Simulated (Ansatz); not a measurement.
Job for Ansatz (an electronic-structure program): U-PBE0/def2-TZVPP on SiSn, 2S+1 = 5, a spin state set in the input, which need not be the lowest. Elements past Kr take the def2 small-core potentials; no spin–orbit coupling.

Ansatz 0.2 input:
```yaml
crystal:
  periodic: [false, false, false]
  atoms:
    - {symbol: Si, position_ang: [0.00000000, 0.00000000, 0.00000000]}
    - {symbol: Sn, position_ang: [0.00000000, 0.00000000, 2.37500000]}
basis:
  gaussian:
    orbitals: def2-TZVPP
hamiltonian:
  xc: {name: PBE0}
magnetization: {spin_polarized: true, initial_magnetization: 4}
relax: {f_tol: 0.002, max_steps: 120}
```

Q: Give the final energy of this run.

A: -503.5709 hartree.

Q: How many basis functions does it have, and what does it roughly cost on one machine?

A: 92 functions; around 14 core-seconds (rough).
